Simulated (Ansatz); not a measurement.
Cost and result for the atomization energy of C5H6F2, SMILES `FC1=CCCC1F` (13 atoms, 13 bonds).

Cartesian coordinates in Å:
```
F 0.494 0.520 2.526
C 0.320 0.326 1.222
C 0.964 0.942 0.243
C 0.463 0.475 -1.087
C -0.440 -0.723 -0.735
C -0.729 -0.624 0.758
F -1.991 -0.079 0.998
H 1.726 1.698 0.381
H -0.086 1.273 -1.598
H 1.277 0.181 -1.756
H -1.374 -0.747 -1.297
H 0.089 -1.657 -0.933
H -0.713 -1.585 1.279
```

The species carries charge 0 and has multiplicity 1. All single points use the PBE0-D4/def2-TZVP geometry. Program: Ansatz. All runs use 2 threads of an AMD EPYC 7R13 on a shared host and a share of an NVIDIA H100 80 GB. Times are those of one run each, without the atoms' runs, and a repeat can differ threefold. Electronic energies, without spin–orbit coupling; frozen cores. CCSD(T)/CBS adds CCSD(T) − MP2 in def2-TZVPP to the MP2 limit, and its time is that of the two runs behind it. T1 = 0.011. HSE06 is the plane-wave form, built on full-range PBE exchange.

CCSD(T)/CBS is a level of theory with its own doubt, some kJ/mol a heavy atom from the limit and from the frozen cores, so smaller differences don't rank the functionals.

| level | functions | wall time | atomization (kcal/mol) | difference from CCSD(T)/CBS | per bond |
| --- | --- | --- | --- | --- | --- |
| r2SCANh-D4/def2-TZVPP | 301 | 3 s | 1338.3 | 0.2 | 0.0 |
| HSE06-D4/def2-TZVPP | 301 | 3.1 s | 1359.3 | 21.2 | 1.6 |
| BHLYP-D4/def2-TZVPP | 301 | 3.5 s | 1292.8 | -45.3 | -3.5 |
| B2PLYP/def2-TZVPP | 301 | 4.9 s | 1327.3 | -10.8 | -0.8 |
| PBE0-D4/def2-TZVPP | 301 | 5.5 s | 1358.1 | 20.0 | 1.5 |
| PBE-QIDH/def2-TZVPP | 301 | 5.5 s | 1343.0 | 4.9 | 0.4 |
| LDA (SPW92)/def2-TZVPP | 301 | 8 s | 1565.7 | 227.6 | 17.5 |
| CCSD(T)/def2-SVP | 128 | 9.5 s | 1286.0 | -52.1 | -4.0 |
| MP2/def2-QZVPP | 579 | 9.5 s | 1359.5 | 21.4 | 1.6 |
| revPBE-D4/def2-TZVPP | 301 | 11 s | 1349.4 | 11.3 | 0.9 |
| B97M-V/def2-TZVPP | 301 | 12 s | 1342.8 | 4.7 | 0.4 |
| CCSD(T)/def2-TZVPP | 301 | 21 s | 1306.4 | -31.7 | -2.4 |
| CCSD(T)/CBS(def2) | – | 31 s | 1338.1 | 0.0 | 0.0 |

From r2SCAN to r2SCAN0 (25 % exact exchange), in def2-TZVPP and without D4, the atomization energy moves by −23.4 kcal/mol: exact exchange takes away binding that semilocal exchange gives to molecules. Leaving LDA and LC-ωPBE aside and taking each functional with its dispersion term where it has one, the values, not all of them listed here, spread over 95.5 kcal/mol, from BHLYP-D4 to PBE-D4. LDA lies +183.9 kcal/mol from PBE without D4, its usual overbinding. The D4 term adds +10.3 kcal/mol with B3LYP and +5.4 kcal/mol with PBE0; it sums over pairs of atoms, weighted by their polarisabilities, and B3LYP, whose exchange is more repulsive, gets the larger term.

B3LYP here is the variant with VWN-RPA as its local correlation; programs differ in this.
